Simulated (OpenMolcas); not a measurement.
**Levels of neutral boron by method**

- Program: OpenMolcas 26.06
- Basis: ANO-RCC-VTZP [4s3p2d1f]
- Scalar Hamiltonian: DKH2, point nucleus
- Active space: 3 electrons in 4 orbitals (2s 2p)
- State averaging: 2S+1 = 4 odd, 1 root (0 in the spin-orbit step); 2S+1 = 2 odd, 3 roots; 2S+1 = 4 even, 3 roots; 2S+1 = 2 even, 5 roots
- Spin-orbit coupling: RASSI with atomic mean-field integrals over the reference wave functions, term energies averaged over their components

Methods on the same reference wave functions:
A. CASSCF
B. SS-CASPT2, IPEA 0.25 Eh, imaginary shift 0.1 Eh (closed shells correlated: 1s)
C. XMS-CASPT2, IPEA 0.25 Eh, imaginary shift 0.1 Eh (closed shells correlated: 1s)

Energies in cm-1 above 2s2 2p 2P* 1/2, the measured ground level; measured values from NIST Handbook of Basic Atomic Spectroscopic Data.

```
         Level      A      B      C  Measured
2s2 2p 2P* 1/2    0.0    0.0    0.0       0.0
2s2 2p 2P* 3/2   14.5   14.5   14.5      15.3
 2s 2p2 4P 1/2  24117  27190  27490     28870
 2s 2p2 4P 3/2  24122  27190  27490     28875
 2s 2p2 4P 5/2  24131  27200  27500     28881
 2s 2p2 2D 3/2  54848  49580  48160     47857
 2s 2p2 2D 5/2  54848  49580  48160     47857
```

Deviations, from unrounded energies. A percentage is the sum of absolute deviations over the sum of measured energies, with the sign that they share, or ± where signs differ.

| Against measurement | Levels | A | B | C |
| --- | --- | --- | --- | --- |
| mean absolute deviation (cm-1) | 6 | 4700 | 1400 | 790 |
| fine structure of the ground term (%) | 1 | -4.8 | -4.8 | -4.8 |
| other configurations (%) | 5 | ±15.5 | ±4.7 | ±2.6 |

C lies closest to measurement on these levels and A furthest from it. The largest miss of C in the table is 2s 2p2 4P 1/2, by -1400 cm-1. The ranking rests on the paired levels alone, and a cruder setting can come out closer through cancelling errors.

Between B and C the level of the table that moves most is 2s 2p2 2D 3/2, by 1400 cm-1 (lowest in C, highest in B). Moves below CASPT2's spread within the term are not significant.

The lowest spin-free term lies below A's lowest term by 0.053 hartree in B, 0.056 hartree in C.

Term energies are means over components that CASPT2 splits; among the terms shown or strongly mixed into the levels shown the widest spread is 250 cm-1 (2s 2p2 2D, C). Over all roots computed the reference weight is 0.93 to 0.99 in C; the roots of lowest weight are the least certain, and an intruder state may touch them. Without dynamic correlation excited terms often stand tens of per cent too high (terms of higher spin than the ground term too low), and those without a measured partner can miss by more than the paired ones (holds for A). Computed and measured levels are paired by configuration, term and J; levels that our copy of the source lacks, or whose pairing is in doubt (as where it misses far off the trend of its configuration), stay unpaired and out of the deviations. Only configurations of the active space appear.

* marks odd parity.
